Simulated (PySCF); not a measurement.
Species: C5H6OS2.
Bonds: C1–O2, O2–C3, C3–C4 (aromatic), C4–C5 (aromatic), C5–C6 (aromatic), C6–S7, C6–S8 (aromatic), C3–S8 (aromatic). Hydrogens: H9, H10, H11 on C1; H12 on C4; H13 on C5; H14 on S7.

The closed-shell SCF was solved with PySCF and density fitting under several settings on one GFN2-xTB geometry (grid level 2 and gas phase unless stated).

```tsv
settings	basis functions	SCF cycles	E (Eh)	HOMO (eV)	LUMO (eV)	dipole (D)
PBE0/pcSseg-1	180	14	-1065.0534	-5.61	-0.36	2.23
PBE0/def2-SVPD	225	14	-1064.7043	-5.66	-0.46	1.97
```

**Question.** Estimate the rows for these settings: (1) KT3/def2-SVPD, IEF-PCM dimethylsulfoxide, start guess sap; (2) PW91/pcseg-1; (3) BP86/IGLO-II, IEF-PCM chloroform.

**Answer.** 
```tsv
settings	basis functions	SCF cycles	E (Eh)	HOMO (eV)	LUMO (eV)	dipole (D)
KT3/def2-SVPD, IEF-PCM dimethylsulfoxide, start guess sap	225	18	-1075.1228	-4.73	-1.27	2.60
PW91/pcseg-1	150	16	-1065.5153	-4.62	-1.37	2.29
BP86/IGLO-II, IEF-PCM chloroform	238	16	-1065.8260	-4.61	-1.27	2.57
```

**Question.** Over all rows, what range does the HOMO–LUMO gap span?

**Answer.** From 3.25 eV (PW91/pcseg-1) to 5.25 eV (PBE0/pcSseg-1). The functional of the narrowest has no exact exchange, that of the widest 25 % exact exchange.

**Question.** And the dipole moment?

**Answer.** From 1.97 D (PBE0/def2-SVPD) to 2.60 D (KT3/def2-SVPD, IEF-PCM dimethylsulfoxide, start guess sap); the largest is 1.32 times the smallest, and the median is 2.29 D.

**Question.** Compare two rows with the functional PBE0: PBE0/pcSseg-1 and PBE0/def2-SVPD. Which energy is lower, and by how much?

**Answer.** PBE0/pcSseg-1 (180 functions) lies 0.3491 Eh or 219 kcal/mol below PBE0/def2-SVPD (225 functions). The smaller set gives the lower energy; the two sets aren't nested, so the variational bound doesn't order them by size.

Cycle counts include a coarse-grid stage where the run had one. KT3 was designed for NMR shieldings or shifts; total energies of different functionals aren't comparable. Geometry: GFN2-xTB, one conformer.

The values belong to the conformer `[CH3:1][O:2][c:3]1[cH:4][cH:5][c:6]([SH:7])[s:8]1`: C1–O2–C3–C4 179°, H–S7–C6–C5 178°.
